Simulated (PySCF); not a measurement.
A structure optimised at PBE-D3(BJ)/def2-SVP, used in a PySCF frequency run:

```xyz
13

B      0.0420     0.0173     0.0000
Si    -0.0074    -1.9895     0.0000
H     -0.6216    -2.6134     1.2270
H      1.4657    -2.3502     0.0000
H     -0.6216    -2.6134    -1.2270
Si     0.0073     0.9947     1.7539
H     -1.4739     1.1819     2.0171
H      0.6433     2.3605     1.7469
H      0.5648     0.2038     2.9101
Si     0.0073     0.9947    -1.7539
H      0.6433     2.3605    -1.7469
H     -1.4739     1.1819    -2.0171
H      0.5648     0.2038    -2.9101
```

### Question
Write its SMILES, formula and point group.

### Answer
[SiH3]B([SiH3])[SiH3], BH9Si3, Cs

### Question
What are its rotational constants (standard atomic weights)?

### Answer
2.4177, 2.3390, 1.2403 GHz
